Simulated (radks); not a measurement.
The numbers below are computed, except where a source is named.
Task: Orbital eigenvalues (eV) of the carbon ion C3+, [He] 2s1, of relativity; Dirac values are averaged over j with weights 2j + 1. Spin-unpolarised spherical Kohn-Sham, PBEsol, point nucleus unless stated (finite: rms radius 2.4702 fm), a radial shooting solver on a logarithmic mesh with Libxc functionals. A level marked "c x" has the speed of light scaled by that factor.

| shell | non-rel. |
|---|---|
| 1s | -330.25 |
| 2s | -55.808 |
| 2p (empty) | -47.776 |

Give the values at the level "Dirac, finite nucleus".

Result: 
shell       Dirac, finite nucleus  change of magnitude (%)
1s                        -330.38                    +0.04
2s                        -55.834                    +0.05
2p (empty)                -47.779                    +0.01
